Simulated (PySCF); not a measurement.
C₆H₅FN (doublet state).
Cartesian coordinates in Å at the GFN2-xTB level; atoms count from 1:
```xyz
13
C6H5FN angstrom
C      2.6291    0.6084   -0.9035
C      1.4386    0.3419   -0.4850
C      0.2067    0.0284   -0.0518
C     -0.2045   -1.0643    0.7565
C     -1.5761   -0.9302    0.9160
F     -2.3655   -1.7611    1.6163
C     -2.0219    0.1906    0.2454
N     -0.9314    0.7653   -0.3382
H      3.0199    0.2228   -1.8387
H      3.3191    1.2308   -0.3449
H      0.4306   -1.8279    1.1527
H     -3.0089    0.5933    0.1513
H     -0.9401    1.6024   -0.8939
```

The species is `C=[C]c1[nH]cc(c1)F` [radical].

Method: UKS B3LYP, pcH-1 on C F H N, non-relativistic, mean-field spin-orbit, GIAO in PySCF 2.14.0. Isolated species at its GFN2-xTB geometry, gas phase. The geometry wasn't refined by DFT: couplings that depend on bond lengths, twists or pyramidal angles can differ widely from those at the functional's own minimum. The SCF solution wasn't tested for stability. ⟨S²⟩ is 0.773 where a pure state has 0.75.

(1) Break the g tensor into its mass correction, gauge correction and orbital-Zeeman/spin–orbit terms.

(2) What effective moment and Curie constant follow for a powder?

(3) At 9.49 GHz, how far is the centre of the isotropic spectrum from where a free electron (g = 2.002319) resonates?

(4) Average each term over the three axes. Which is largest in size?

(5) In a frozen sample, at which fields do the three g values resonate at 9.5, 34, 94 and 263 GHz (hyperfine left aside), and which band first spreads them over more than twice a line width of 0.5 mT?

## Answers

(1) 
| Δg (ppm) | 1 | 2 | 3 |
| --- | --- | --- | --- |
| relativistic mass correction | -154 | -154 | -154 |
| gauge correction | 40 | -4 | 35 |
| orbital Zeeman/spin–orbit | -322 | -20 | 883 |
| total | -436 | -178 | 765 |

So g = 2.00188, 2.00214, 2.00308 and g_iso = 2.00237; the tensor is rhombic: the two nearest values differ by 22 % of g3 − g1. Axes: g1 points within 2° of the C1–C2 bond and g3 points within 3° of the C5–C7 bond.

(2) With the mean of g² = 4.0095 and S(S+1) = 0.75: μ_eff = √(⟨g²⟩S(S+1)) = 1.734 μB and χT = 0.12505·⟨g²⟩·S(S+1) = 0.376 cm³ K/mol (cgs; spin-Hamiltonian part alone).

(3) B = hν/(g μB) with μB/h = 13.99624 MHz/mT gives 338.63 mT for the free electron and 338.62 mT at g_iso, the same within 0.01 mT.

(4) The orbital-Zeeman/spin–orbit term 180, the mass correction -154 and the gauge correction 24 ppm, for a total of 50 ppm. The orbital-Zeeman/spin–orbit term is the largest in size. The mass correction is the same along every axis, so the anisotropy comes from the other two: their spans along these axes are 44 (gauge) and 1206 ppm (orbital Zeeman/spin–orbit).

(5) 
```
band    GHz  B(g3) mT  B(g2) mT  B(g1) mT  spread mT
   X    9.5    338.85    339.01    339.06       0.20
   Q   34.0   1212.74   1213.31   1213.47       0.73
   W   94.0   3352.87   3354.45   3354.89       2.01
   J  263.0   9380.91   9385.33   9386.54       5.63
```

The spread grows in proportion to the frequency. W band is the first where it exceeds 1.0 mT.

The largest Mulliken spin populations are on C2 (+0.61), C7 (+0.32), C4 (+0.30) and C3 (-0.17). Three atoms exceed +0.15.

The HOMO–LUMO gaps are 4.12 eV among the α and 4.77 eV among the β orbitals.

On one thread of an Arm Neoverse V2, no GPU, shared host with 32 logical CPUs at a one-minute load of 20, this took 49 s (with the writing of density and orbital grids) and 0.98 GiB of memory at its peak.
